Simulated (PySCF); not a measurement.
**Correlation energy of Pb⁺ (lead, charge +1)**

[Xe] 4f14 5d10 6s2 6p1, 2P determinant. All numbers are calculated (PySCF 2.14, the spin-free X2C one-electron Hamiltonian (Gaussian nucleus), in ANO-RCC-VTZP). Frozen: [Kr] 4d10 4f14; 21 electrons correlated.

MP2 pair energies summed by pair of shells (mhartree):

```json
{"pair": "5d-5d", "energy": "-290.35", "share (%)": "46.4"}
{"pair": "5p-5d", "energy": "-115.77", "share (%)": "18.5"}
{"pair": "5d-6s", "energy": "-98.50", "share (%)": "15.7"}
{"pair": "5p-5p", "energy": "-26.66", "share (%)": "4.3"}
{"pair": "5d-6p", "energy": "-22.26", "share (%)": "3.6"}
{"pair": "5s-5d", "energy": "-18.06", "share (%)": "2.9"}
{"pair": "6s-6s", "energy": "-15.35", "share (%)": "2.5"}
{"pair": "5s-5p", "energy": "-12.08", "share (%)": "1.9"}
{"pair": "6s-6p", "energy": "-11.59", "share (%)": "1.9"}
{"pair": "5p-6s", "energy": "-10.32", "share (%)": "1.6"}
{"pair": "5p-6p", "energy": "-2.03", "share (%)": "0.3"}
{"pair": "5s-5s", "energy": "-1.81", "share (%)": "0.3"}
{"pair": "5s-6s", "energy": "-0.61", "share (%)": "0.1"}
{"pair": "5s-6p", "energy": "-0.15", "share (%)": "0.0"}
```

Total MP2 correlation energy: -625.54 mhartree.

Same-spin part -217.08 and opposite-spin part -408.46 mhartree; SCS-MP2 scales them by 1/3 and 6/5 to -562.51 mhartree.
